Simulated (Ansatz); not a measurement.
Ag4F3⁺. The state is a singlet with charge 1. Geometry r2SCAN-D4/def2-SVP; atoms count from 1.

Cartesian coordinates in Å:
```
Ag 0.696 3.716 1.229
Ag -0.405 -2.195 -0.725
Ag 1.393 -0.209 0.271
Ag -1.354 0.451 -0.192
F 1.643 -2.216 -0.244
F -2.288 -1.273 -0.907
F 0.316 1.726 0.569
```

In the def2 sets Ag takes a core potential; there is no spin–orbit coupling. No other spin state of charge 1 was run. Another isomer (singlet) lies 0.35 eV lower at PBE0-D4/def2-TZVP; other spin states weren't run for this one.

(1) Estimate the Mulliken populations from the PBE0/def2-TZVP orbitals of Ansatz.

(2) And the Mayer bond orders between bonded heavy atoms (over 0.3)?

Answers

(1) 
```
atom  charge (e)  d electrons
 Ag1        0.86         9.98
 Ag2        0.63         9.84
 Ag3        0.64         9.88
 Ag4        0.64         9.88
  F5       -0.55            –
  F6       -0.55            –
  F7       -0.67            –
```
Mulliken values and Mayer orders depend strongly on the basis.

(2) Ag2–F5 0.34 (2.10 Å); Ag2–F6 0.34 (2.10 Å); Ag3–F5 0.40 (2.09 Å); Ag4–F6 0.40 (2.09 Å).
